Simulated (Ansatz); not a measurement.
Steps of a relaxation of BGaH5NSi with RKS PBE-D4/def2-SVP.

```sh
$ ansatz run in.yaml --threads 2 --pin off --events-out ev --progress --plain --max-ram 4352MiB
```

```yaml
crystal:
  periodic: [false, false, false]
  atoms:
    - {symbol: B, position_ang: [0.401000, 1.500200, -0.552600]}
    - {symbol: N, position_ang: [-0.093400, 0.201500, -1.128200]}
    - {symbol: Si, position_ang: [0.149800, -1.013900, 0.139600]}
    - {symbol: Ga, position_ang: [-1.222700, 0.787400, 0.968900]}
    - {symbol: H, position_ang: [1.380400, 1.995800, -0.215900]}
    - {symbol: H, position_ang: [-1.122200, 0.280900, -1.274000]}
    - {symbol: H, position_ang: [1.653500, -1.183400, 0.379800]}
    - {symbol: H, position_ang: [-0.360800, -2.282800, -0.269700]}
    - {symbol: H, position_ang: [-0.697200, -0.331900, 1.935100]}
basis:
  gaussian: {orbitals: def2-SVP}
hamiltonian: {xc: pbe, dispersion: d4}
relax: {f_tol: 0.03, max_steps: 200}
```

Positions (Å) and forces (eV/Å) along the path, 16 of 21 steps:

```xyz
9
step=1 energy=-62472.9979 eV
B     0.401    1.500   -0.553   -1.999   -2.500    2.689
N    -0.093    0.202   -1.128    0.296    1.009   -0.348
Si    0.150   -1.014    0.140    2.065   -0.096    1.302
Ga   -1.223    0.787    0.969   -2.297    3.700   -1.209
H     1.380    1.996   -0.216    1.599    0.932   -0.785
H    -1.122    0.281   -1.274   -0.254   -0.343   -0.398
H     1.653   -1.183    0.380   -0.327    0.231   -0.237
H    -0.361   -2.283   -0.270   -0.874   -1.182   -0.224
H    -0.697   -0.332    1.935    1.790   -1.751   -0.791
9
step=2 energy=-62474.7584 eV
B     0.368    1.432   -0.373   -0.554   -0.760    1.959
N    -0.089    0.204   -1.102    0.152    0.454   -0.436
Si    0.173   -1.019    0.172    1.058    0.196    1.156
Ga   -1.326    0.897    0.945   -1.600    2.284   -0.171
H     1.421    2.027   -0.286    0.165   -0.166   -0.920
H    -1.121    0.255   -1.286    0.149   -0.259   -0.179
H     1.663   -1.171    0.369   -0.071    0.083   -0.090
H    -0.394   -2.302   -0.255   -0.507   -0.424    0.053
H    -0.607   -0.370    1.798    1.207   -1.407   -1.371
9
step=3 energy=-62475.7363 eV
B     0.335    1.394   -0.248    0.611    0.031    0.396
N    -0.074    0.213   -1.089   -0.083    0.599    0.031
Si    0.201   -0.994    0.222   -0.057   -0.196    0.262
Ga   -1.415    1.015    0.969   -1.012    1.091    0.224
H     1.426    2.005   -0.359   -0.596   -0.538   -0.331
H    -1.103    0.235   -1.299    0.346   -0.300   -0.016
H     1.677   -1.167    0.372    0.149    0.059    0.113
H    -0.418   -2.287   -0.225   -0.095    0.057    0.224
H    -0.540   -0.460    1.638    0.737   -0.803   -0.904
9
step=4 energy=-62476.0710 eV
B     0.317    1.391   -0.179    0.418    0.215   -0.494
N    -0.066    0.244   -1.076    0.024    0.343    0.340
Si    0.208   -0.996    0.216    0.465   -0.456   -0.914
Ga   -1.502    1.139    1.008   -0.512    0.445    0.153
H     1.411    1.952   -0.393   -0.383   -0.387    0.104
H    -1.085    0.208   -1.307    0.167   -0.166    0.122
H     1.689   -1.153    0.411   -0.044    0.019    0.043
H    -0.437   -2.286   -0.185   -0.001   -0.021   -0.016
H    -0.446   -0.544    1.488   -0.134    0.008    0.663
9
step=5 energy=-62476.2283 eV
B     0.285    1.420   -0.166    0.140    0.063   -0.784
N    -0.074    0.288   -1.069   -0.004   -0.064    0.335
Si    0.224   -0.984    0.159    0.783   -0.441    0.000
Ga   -1.613    1.299    0.963   -0.279    0.289    0.088
H     1.461    1.789   -0.320   -0.324   -0.174    0.285
H    -1.094    0.085   -1.190   -0.253    0.397   -0.088
H     1.709   -1.094    0.346   -0.019   -0.077    0.114
H    -0.396   -2.295   -0.218   -0.073    0.092   -0.132
H    -0.414   -0.554    1.478    0.028   -0.084    0.183
9
step=6 energy=-62476.3955 eV
B     0.238    1.455   -0.218    0.103   -0.125   -0.559
N    -0.111    0.285   -1.054   -0.174   -0.172    0.633
Si    0.289   -1.004    0.139    0.254   -0.056    0.123
Ga   -1.705    1.461    0.909    0.058    0.197   -0.087
H     1.467    1.682   -0.230   -0.493   -0.089    0.211
H    -1.145    0.076   -1.136    0.119    0.374   -0.154
H     1.767   -1.111    0.347    0.023   -0.047   -0.059
H    -0.372   -2.291   -0.252   -0.002    0.040   -0.107
H    -0.339   -0.600    1.480    0.112   -0.122    0.001
9
step=8 energy=-62476.6912 eV
B     0.153    1.498   -0.307    0.192   -0.029   -0.027
N    -0.154    0.236   -0.954   -0.358    0.035    0.418
Si    0.355   -1.073    0.164   -0.044    0.058   -0.100
Ga   -1.791    1.817    0.782    0.118    0.253   -0.189
H     1.370    1.628   -0.065   -0.359   -0.008    0.069
H    -1.173    0.100   -1.155    0.289   -0.085   -0.071
H     1.844   -1.175    0.266    0.015   -0.006   -0.126
H    -0.329   -2.330   -0.289    0.060   -0.072   -0.013
H    -0.186   -0.748    1.542    0.087   -0.146    0.040
9
step=10 energy=-62476.9435 eV
B     0.111    1.536   -0.328   -0.123   -0.276   -0.023
N    -0.221    0.215   -0.813   -0.095    0.303    0.219
Si    0.382   -1.140    0.173    0.017   -0.024    0.043
Ga   -1.810    2.169    0.613    0.085    0.240   -0.194
H     1.280    1.631    0.055   -0.100    0.014    0.060
H    -1.188    0.064   -1.148    0.069   -0.060    0.023
H     1.880   -1.193    0.163   -0.008   -0.002   -0.089
H    -0.263   -2.405   -0.325    0.066   -0.044   -0.032
H    -0.084   -0.924    1.594    0.089   -0.151   -0.008
9
step=12 energy=-62477.1346 eV
B     0.067    1.528   -0.299   -0.155   -0.040    0.051
N    -0.291    0.198   -0.684    0.129   -0.009    0.112
Si    0.414   -1.197    0.174   -0.060    0.091    0.005
Ga   -1.806    2.494    0.407    0.054    0.190   -0.165
H     1.208    1.634    0.156   -0.055   -0.034    0.042
H    -1.222    0.021   -1.085   -0.072    0.003    0.032
H     1.909   -1.185    0.076   -0.001   -0.009   -0.068
H    -0.200   -2.454   -0.382    0.069   -0.045   -0.031
H     0.009   -1.084    1.620    0.090   -0.145    0.022
9
step=13 energy=-62477.2134 eV
B     0.037    1.525   -0.269   -0.063   -0.026    0.058
N    -0.316    0.191   -0.632   -0.214    0.037   -0.037
Si    0.416   -1.205    0.176    0.187   -0.243    0.094
Ga   -1.800    2.651    0.289    0.048    0.162   -0.144
H     1.173    1.621    0.200   -0.034    0.023    0.067
H    -1.243    0.009   -1.047    0.036    0.027    0.078
H     1.908   -1.183    0.030    0.004    0.046   -0.037
H    -0.153   -2.473   -0.407   -0.006    0.021   -0.034
H     0.067   -1.181    1.643    0.042   -0.048   -0.045
9
step=14 energy=-62477.2774 eV
B     0.005    1.511   -0.231   -0.105   -0.001    0.053
N    -0.350    0.178   -0.580    0.129   -0.239    0.164
Si    0.448   -1.246    0.172   -0.218    0.292   -0.072
Ga   -1.784    2.800    0.170    0.096    0.091   -0.134
H     1.134    1.616    0.250   -0.018    0.017    0.064
H    -1.271   -0.005   -0.999   -0.029   -0.039    0.044
H     1.936   -1.163   -0.005   -0.044   -0.019   -0.042
H    -0.142   -2.491   -0.439    0.090   -0.005   -0.015
H     0.111   -1.246    1.644    0.101   -0.096   -0.063
9
step=15 energy=-62477.3389 eV
B    -0.030    1.497   -0.187   -0.103    0.032    0.021
N    -0.383    0.163   -0.527    0.015   -0.070    0.112
Si    0.448   -1.255    0.168    0.037    0.024    0.018
Ga   -1.744    2.935    0.037    0.088    0.055   -0.106
H     1.093    1.616    0.311   -0.033   -0.022    0.043
H    -1.301   -0.024   -0.948   -0.023   -0.011    0.023
H     1.929   -1.152   -0.051   -0.023    0.027   -0.031
H    -0.097   -2.507   -0.471    0.005    0.021   -0.006
H     0.174   -1.320    1.650    0.038   -0.057   -0.074
9
step=17 energy=-62477.4172 eV
B    -0.113    1.461   -0.088   -0.083   -0.009    0.017
N    -0.479    0.129   -0.411    0.018    0.004    0.063
Si    0.474   -1.268    0.152   -0.025   -0.007    0.064
Ga   -1.588    3.159   -0.251    0.049    0.008   -0.041
H     0.994    1.552    0.453   -0.020    0.024   -0.012
H    -1.393   -0.072   -0.834    0.040    0.016   -0.014
H     1.929   -1.049   -0.136   -0.019    0.009   -0.037
H    -0.022   -2.512   -0.538    0.005   -0.004   -0.024
H     0.287   -1.447    1.635    0.034   -0.041   -0.016
9
step=19 energy=-62477.4375 eV
B    -0.191    1.457    0.007    0.003    0.060    0.041
N    -0.532    0.114   -0.286   -0.049   -0.060   -0.008
Si    0.488   -1.284    0.150   -0.017    0.010    0.026
Ga   -1.456    3.258   -0.524    0.032   -0.049    0.018
H     0.895    1.579    0.589   -0.017    0.010   -0.041
H    -1.427   -0.098   -0.743    0.065    0.008   -0.009
H     1.913   -1.010   -0.232   -0.021    0.008    0.012
H    -0.016   -2.488   -0.605   -0.006    0.003    0.015
H     0.413   -1.574    1.627    0.009    0.011   -0.054
9
step=20 energy=-62477.4383 eV
B    -0.179    1.465    0.022   -0.017   -0.091   -0.018
N    -0.521    0.124   -0.291    0.044    0.068    0.019
Si    0.486   -1.281    0.149   -0.021   -0.002   -0.012
Ga   -1.487    3.216   -0.519    0.000    0.019    0.003
H     0.899    1.575    0.610    0.024    0.026    0.021
H    -1.399   -0.075   -0.781   -0.034   -0.035   -0.017
H     1.910   -1.032   -0.250    0.002    0.007    0.001
H    -0.046   -2.486   -0.583   -0.001   -0.002    0.002
H     0.424   -1.552    1.626    0.003    0.010    0.001
9
step=21 energy=-62477.4392 eV
B    -0.193    1.455    0.020   -0.005    0.025    0.000
N    -0.522    0.116   -0.304    0.013   -0.011    0.007
Si    0.487   -1.283    0.147    0.002    0.013   -0.001
Ga   -1.466    3.239   -0.501   -0.005    0.008   -0.001
H     0.877    1.580    0.625    0.004   -0.020    0.003
H    -1.394   -0.089   -0.803   -0.012   -0.007   -0.010
H     1.909   -1.037   -0.265    0.003   -0.002    0.000
H    -0.048   -2.498   -0.565   -0.002   -0.007   -0.001
H     0.437   -1.530    1.629    0.003    0.001    0.004
```

Run time 54 s (2 threads of an Arm Neoverse V1 on a shared host); peak host memory 0.21 GiB.
